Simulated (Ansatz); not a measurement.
`[OH][GeH]1[O][SiH2]1` + H₂ → `[O]1[SiH2][GeH2]1` + H₂O  (hydrogenolysis of a Ge–O bond)

Computed with Ansatz on PBE0-D4/def2-TZVP structures; ΔE is electronic, products minus reactants. CBS: MP2 limit from def2 TZ/QZ plus the TZ coupled-cluster correction, frozen cores. This one scheme is used for every species. Functionals use def2-TZVPP. For Ge outer-core shells are correlated without core-valence functions, which leaves a few kJ/mol of doubt a bond. Scalar relativity is left out up to krypton. Each species was taken in one conformer, which may not be the lowest.

`[OH][GeH]1[O][SiH2]1`:

Z-matrix (Å, degrees):
```
Ge
O 1 1.886
Si 1 2.261 2 45.9
O 1 1.770 2 110.6 3 -118.6
H 1 1.530 2 110.0 3 127.3
H 3 1.486 1 121.7 2 -102.9
H 3 1.485 1 124.2 2 102.2
H 4 0.960 1 112.8 2 62.1
```

H₂:

```xyz
2

H     0.300    0.011    0.222
H    -0.300   -0.011   -0.222
```

`[O]1[SiH2][GeH2]1`:

```xyz
7

O    -0.710    0.740    0.646
Si   -0.479    0.377   -0.948
Ge    0.655   -0.563    0.761
H    -1.588   -0.316   -1.650
H     0.101    1.440   -1.805
H     1.888    0.073    1.418
H     0.132   -1.752    1.579
```

H₂O:

Z-matrix (Å, degrees):
```
O
H 1 0.960
H 1 0.960 2 105.1
```

```json
{"level": "PBE-D4", "ΔE (kJ/mol)": "18.2", "difference from CCSD(T)/CBS": "3.6"}
{"level": "ωB97X-V", "ΔE (kJ/mol)": "18.0", "difference from CCSD(T)/CBS": "3.4"}
{"level": "ωB97M-V", "ΔE (kJ/mol)": "16.7", "difference from CCSD(T)/CBS": "2.1"}
{"level": "B2PLYP", "ΔE (kJ/mol)": "18.4", "difference from CCSD(T)/CBS": "3.8"}
{"level": "PBE", "ΔE (kJ/mol)": "15.3", "difference from CCSD(T)/CBS": "0.7"}
{"level": "HF/def2-QZVPP", "ΔE (kJ/mol)": "5.9", "difference from CCSD(T)/CBS": "-8.7"}
{"level": "MP2/def2-QZVPP", "ΔE (kJ/mol)": "21.7", "difference from CCSD(T)/CBS": "7.1"}
{"level": "SCS-MP2/def2-QZVPP", "ΔE (kJ/mol)": "20.4", "difference from CCSD(T)/CBS": "5.8"}
{"level": "HF/CBS(def2)", "ΔE (kJ/mol)": "5.9", "difference from CCSD(T)/CBS": "-8.7"}
{"level": "CCSD/CBS(def2)", "ΔE (kJ/mol)": "10.2", "difference from CCSD(T)/CBS": "-4.4"}
{"level": "CCSD(T)/CBS", "ΔE (kJ/mol)": "14.6", "difference from CCSD(T)/CBS": "0"}
```

Largest T1 diagnostic among the species: 0.014.

In def2-TZVPP, CCSD(T) changes the Hartree–Fock value by +10.9 kJ/mol (the triples alone add +4.4 kJ/mol) and MP2 by +17.1 kJ/mol. The D4 term adds +4.6 kJ/mol with B3LYP and +2.5 kJ/mol with PBE0; it sums over pairs of atoms, weighted by their polarisabilities, and B3LYP, whose exchange is more repulsive, gets the larger term. From PBE to PBE0 (25 % exact exchange), in def2-TZVPP and without D4, ΔE moves by −6.2 kJ/mol.

B3LYP here is the variant with VWN-RPA as its local correlation; programs differ in this.
